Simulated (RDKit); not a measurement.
Job for RDKit: UFF on H2O (SMILES O).

```python
from rdkit import Chem
from rdkit.Chem import AllChem, rdDetermineBonds

blocks = [
'''3

O    -0.00000000    0.00000000    0.38961139
H     0.00000000    0.76498632   -0.19485569
H     0.00000000   -0.76498632   -0.19485569
''',
]
mol = None
for b in blocks:
    f = Chem.MolFromXYZBlock(b)
    rdDetermineBonds.DetermineBonds(f, charge=0)
    mol = f if mol is None else Chem.CombineMols(mol, f)
Chem.SanitizeMol(mol)
print(Chem.MolToSmiles(Chem.RemoveHs(mol)))
ff = AllChem.UFFGetMoleculeForceField(mol, vdwThresh=100.0, ignoreInterfragInteractions=False)
e = ff.CalcEnergy()
print(f'UFF energy {e:.6f} kcal/mol')
```

It printed:

```
O
UFF energy 0.859581 kcal/mol
```

The run finished.

Cost: very roughly 0.020 core-seconds.
